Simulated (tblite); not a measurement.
Species: C6H15PS.
Atom-mapped SMILES: `[CH3:1][CH2:2][CH2:3][CH2:4][P@H:5](=[S:6])[CH2:7][CH3:8]` (hydrogens: H9, H10, H11 on C1; H12, H13 on C2; H14, H15 on C3; H16, H17 on C4; H18 on P5; H19, H20 on C7; H21, H22, H23 on C8)

Geometry (GFN2-xTB, Å), atoms numbered from 1 in this order:
```
atom  x, y, z in Å
C1    -3.550    0.377    0.572
C2    -2.090   -0.050    0.620
C3    -1.596   -0.534   -0.739
C4    -0.149   -1.004   -0.673
P5     0.975    0.374   -0.186
S6     0.669    2.076   -1.044
C7     2.665   -0.330   -0.407
C8     3.699    0.648    0.132
H9    -4.184   -0.464    0.299
H10   -3.688    1.166   -0.163
H11   -3.873    0.750    1.541
H12   -1.964   -0.844    1.362
H13   -1.474    0.803    0.926
H14   -1.663    0.292   -1.452
H15   -2.229   -1.348   -1.100
H16   -0.028   -1.827    0.037
H17    0.188   -1.343   -1.660
H18    0.891    0.375    1.212
H19    2.726   -1.296    0.101
H20    2.809   -0.488   -1.481
H21    3.596    1.610   -0.369
H22    4.708    0.276   -0.034
H23    3.556    0.805    1.201
```

Method: GFN2-xTB as coded in tblite; computed harmonic values from a numerical Hessian at the method's own geometry, unscaled. The method is semi-empirical: single wavenumbers can be off by several per cent or more. Modes of hydrogen on phosphorus can be 10 to 20 % off. One conformer, not necessarily the lowest.

Harmonic wavenumbers (cm⁻¹): 43.2, 66.8, 89.7, 92.1, 142.5, 153.0, 187.3, 230.1, 241.4, 266.8, 275.8, 327.2, 470.2, 616.4, 688.6, 712.8, 741.3, 775.1, 791.9, 860.6, 870.4, 910.0, 935.4, 988.4, 1010.8, 1035.3, 1048.5, 1067.6, 1092.5, 1119.1, 1179.3, 1211.2, 1219.8, 1245.2, 1261.7, 1278.5, 1300.1, 1365.3, 1405.2, 1414.6, 1416.7, 1426.4, 1477.5, 1483.0, 1488.0, 1491.3, 1501.5, 1502.7, 2199.7, 2916.6, 2931.1, 2932.9, 2940.8, 2948.4, 2957.7, 2964.9, 2973.0, 3011.7, 3021.5, 3030.3, 3030.5, 3041.8, 3045.9.

A = 2491, B = 716.2, C = 626.7 MHz; mass 150.063 u (most abundant isotopes); point group C1, symmetry number 1.

Task: Zero-point energy?

Result: ½Σν̃ = 43233 cm⁻¹ = 123.61 kcal/mol.

Task: Give the ideal-gas entropy at 500 K and 1 bar in the rigid-rotor, harmonic-oscillator model (classical rotation).

Result: Translation 43.52, rotation 31.58, vibration 59.78: S = 134.9 cal/(mol K).

Task: And Cp and H(500 K) − H(0)?

Result: Cp = 64.69 cal/(mol K), of which vibrations give 56.74 (their classical limit is 63 R = 125.2); H(500 K) − H(0) = 18.83 kcal/mol without the zero-point energy, 14.86 from vibrations.

Task: How do the functions run with temperature in this model?

Result: 
| T (K) | S (cal/(mol K)) | Cp (cal/(mol K)) | H − H(0) (kcal/mol) | G − H(0) (kcal/mol) | ln q(vib) |
| --- | --- | --- | --- | --- | --- |
| 150 | 84.1 | 27.6 | 2.75 | -9.86 | 4.09 |
| 250 | 100.4 | 37.4 | 5.99 | -19.11 | 7.44 |
| 298.15 | 107.4 | 42.8 | 7.91 | -24.11 | 8.96 |
| 400 | 121.6 | 54.4 | 12.87 | -35.78 | 12.11 |
| 600 | 147.5 | 73.4 | 25.75 | -62.73 | 18.09 |
| 900 | 181.2 | 92.5 | 50.87 | -112.18 | 26.58 |

q(vib) and H(0) count from the zero-point level.

Task: Which modes carry the vibrational entropy at 500 K?

Result: 43.2 cm⁻¹: 6.13; 66.8 cm⁻¹: 5.27; 89.7 cm⁻¹: 4.68; 92.1 cm⁻¹: 4.63; 142.5 cm⁻¹: 3.77; 153.0 cm⁻¹: 3.63 cal/(mol K); the other 57 give 31.66 together.

Task: What must be added to the electronic energy to get the Gibbs energy at 500 K and 1 bar?

Result: ZPE + [H(500 K) − H(0)] − T·S = 123.61 + 18.83 − 67.44 = 75.00 kcal/mol.

Hindered rotation and anharmonicity are outside this model. Other conformers, if any are populated, would add a mixing term that is left out. The structure is chiral; the term R ln 2 for an equal mix with its mirror image is left out.
